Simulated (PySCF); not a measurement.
Cd(H)(SeH) (CdH₂Se), SMILES [SeH][CdH].

Coordinates come from a B3LYP-D3(BJ)/def2-TZVP optimisation. The def2 effective core potentials stand for the cores of Cd; spin–orbit coupling is left out.

Two levels are set side by side: PBE/def2-TZVPD (PySCF) and M06-2X/def2-TZVPD (PySCF). Same geometry, gas phase. Differences are taken from unrounded values.

| quantity | M06-2X |
|---|---|
| orbital gap (eV) | 7.29 |
| highest occupied level (eV) | -7.84 |
| lowest empty level (eV) | -0.55 |
| dipole moment (D) | 1.51 |
| mean polarisability (bohr³) | 64.4 |

Problem. What does PBE give, and how far is it from M06-2X? (The exact figures need the calculation; the answer reports its results.)

Solution. 
| quantity | PBE | PBE minus M06-2X |
|---|---|---|
| orbital gap (eV) | 4.08 | -3.21 |
| highest occupied level (eV) | -5.71 | 2.13 |
| lowest empty level (eV) | -1.63 | -1.08 |
| dipole moment (D) | 1.25 | -0.27 |
| mean polarisability (bohr³) | 68.4 | 4.0 |

Without exact exchange PBE keeps part of each electron's self-repulsion, which lifts occupied levels and narrows the gap. Loosely held outer electrons make PBE densities more polarisable. Differences between two approximate levels are no errors against the true value.

Rough cost on one machine, each run with all the roots and properties that it gave: M06-2X against PBE about 2 times.
